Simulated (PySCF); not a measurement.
## Curvature of the energy in the electron number along the 4d series, charge +2

Calculated with PySCF 2.14, in def2-TZVPPD with the def2 core potential (28 electrons), ECP: one orbital is emptied in steps, and each cell gives the departure of E from the straight line at half an electron, in eV (from a cubic fit). The exact functional gives zero.

```json
{"species": "Zr²⁺", "orbital": "4d alpha", "LDA": "-1.32", "PBE": "-1.29", "r2SCAN": "-1.22", "PBE0": "-0.94", "BHandHLYP": "-0.60", "LC-wPBE": "-0.23", "wB97X": "-0.31", "UHF": "0.14"}
{"species": "Nb²⁺", "orbital": "4d alpha", "LDA": "-1.41", "PBE": "-1.38", "r2SCAN": "-1.28", "PBE0": "-0.99", "BHandHLYP": "-0.61", "LC-wPBE": "-0.27", "wB97X": "-0.34", "UHF": "0.19"}
{"species": "Mo²⁺", "orbital": "4d alpha", "LDA": "-1.49", "PBE": "-1.46", "r2SCAN": "-1.36", "PBE0": "-1.04", "BHandHLYP": "-0.63", "LC-wPBE": "-0.31", "wB97X": "-0.39", "UHF": "0.23"}
{"species": "Tc²⁺", "orbital": "4d alpha", "LDA": "-1.58", "PBE": "-1.55", "r2SCAN": "-1.46", "PBE0": "-1.10", "BHandHLYP": "-0.65", "LC-wPBE": "-0.37", "wB97X": "-0.46", "UHF": "0.27"}
{"species": "Ru²⁺", "orbital": "4d beta", "LDA": "-1.54", "PBE": "-1.50", "r2SCAN": "-1.34", "PBE0": "-1.05", "BHandHLYP": "-0.63", "LC-wPBE": "-0.32", "wB97X": "-0.44", "UHF": "0.32"}
{"species": "Rh²⁺", "orbital": "4d beta", "LDA": "-1.64", "PBE": "-1.60", "r2SCAN": "-1.51", "PBE0": "-1.11", "BHandHLYP": "-0.65", "LC-wPBE": "-0.39", "wB97X": "-0.48", "UHF": "0.37"}
{"species": "Pd²⁺", "orbital": "4d beta", "LDA": "-1.72", "PBE": "-1.68", "r2SCAN": "-1.56", "PBE0": "-1.16", "BHandHLYP": "-0.66", "LC-wPBE": "-0.44", "wB97X": "-0.52", "UHF": "0.41"}
{"species": "Ag²⁺", "orbital": "4d beta", "LDA": "-1.80", "PBE": "-1.75", "r2SCAN": "-1.62", "PBE0": "-1.20", "BHandHLYP": "-0.67", "LC-wPBE": "-0.49", "wB97X": "-0.57", "UHF": "0.46"}
{"species": "Cd²⁺", "orbital": "4d beta", "LDA": "-1.89", "PBE": "-1.84", "r2SCAN": "-1.73", "PBE0": "-1.26", "BHandHLYP": "-0.68", "LC-wPBE": "-0.56", "wB97X": "-0.61", "UHF": "0.50"}
```

Q: How does the mean departure depend on the functional?

A: LDA -1.60 eV; PBE -1.56 eV; r2SCAN -1.45 eV; PBE0 -1.10 eV; BHandHLYP -0.64 eV; LC-wPBE -0.37 eV; wB97X -0.46 eV; UHF 0.32 eV. Semilocal functionals are convex (delocalisation error), Hartree-Fock is concave or straight, and exact exchange removes curvature roughly in proportion to its share, so among the functionals the range-separated hybrids usually come closest to zero.

No spin-orbit coupling is included.
